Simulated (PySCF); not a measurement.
## Computed vibrations of [Gd(H2O)4]3+

[Gd(H2O)4]3+ (singlet in the valence; each metal's 4f electrons, 7 of them, lie in its core potential, out of spins and levels). PySCF 2.14.0, RKS B3LYP, Gd lcecp-1-SVP with ECP53, O def2-SVP, H def2-SVP; non-relativistic Hamiltonian with scalar-relativistic core potentials where named; density fitting; no spin-orbit coupling. Central differences of gradients.

```xyz
13

Gd    0.0000    0.0000    0.0000
O     1.3331    1.3422    1.3422
H     1.7032    1.1415    2.2352
H     1.7032    2.2352    1.1415
O    -1.3331   -1.3422    1.3422
H    -1.7032   -1.1415    2.2352
H    -1.7032   -2.2352    1.1415
O     1.3331   -1.3422   -1.3422
H     1.7032   -2.2352   -1.1415
H     1.7032   -1.1415   -2.2352
O    -1.3331    1.3422   -1.3422
H    -1.7032    2.2352   -1.1415
H    -1.7032    1.1415   -2.2352
```

Run from Python with OMP_NUM_THREADS=2. Where DIIS fails, smearing, a level shift and second-order steps follow.
It took 78 s on 2 threads of Arm Neoverse V2, on a shared host.

(1) What are the harmonic wavenumbers and infrared intensities?

(2) Is this a minimum?

An lcecp potential fixes the number of 4f electrons, so in runs with it no electron can move into or out of that shell.

## Answers

(1) Modes are labelled in D2d; negative numbers are unstable modes, those under 60 cm⁻¹ near the noise; a finer grid moves soft modes by up to 10 cm⁻¹.
```tsv
cm⁻¹	km/mol	symmetry
-145	–	a2
-58	–	e
-58	–	e
-22	–	b1
40	7.4	b2
52	0.0	a1
74	0.0	b1
84	6.1	e
84	6.1	e
379	0.0	a1
380	12.0	e
380	12.0	e
385	9.4	b2
581	0.0	a2
604	11.6	e
604	11.6	e
614	0.0	b1
640	419.2	e
640	419.2	e
648	0.0	a1
657	911.4	b2
1666	195.0	b2
1666	169.8	e
1666	169.8	e
1672	0.0	a1
3571	577.4	e
3571	577.4	e
3572	664.6	b2
3590	0.0	a1
3605	0.0	a2
3608	0.0	b1
3608	768.3	e
3608	768.3	e
```

(2) No: 3 unstable (and 1 more above −25 cm⁻¹, within the noise); the lowest moves the atoms so:
```
Gd   0.00  0.00  0.00
O    0.00 -0.01  0.01
H   -0.29  0.13  0.16
H    0.29 -0.16 -0.13
O    0.00 -0.01 -0.01
H   -0.29  0.13 -0.16
H    0.29 -0.16  0.13
O    0.00  0.01 -0.01
H    0.29  0.16  0.13
H   -0.29 -0.13 -0.16
O    0.00  0.01  0.01
H    0.29  0.16 -0.13
H   -0.29 -0.13  0.16
```
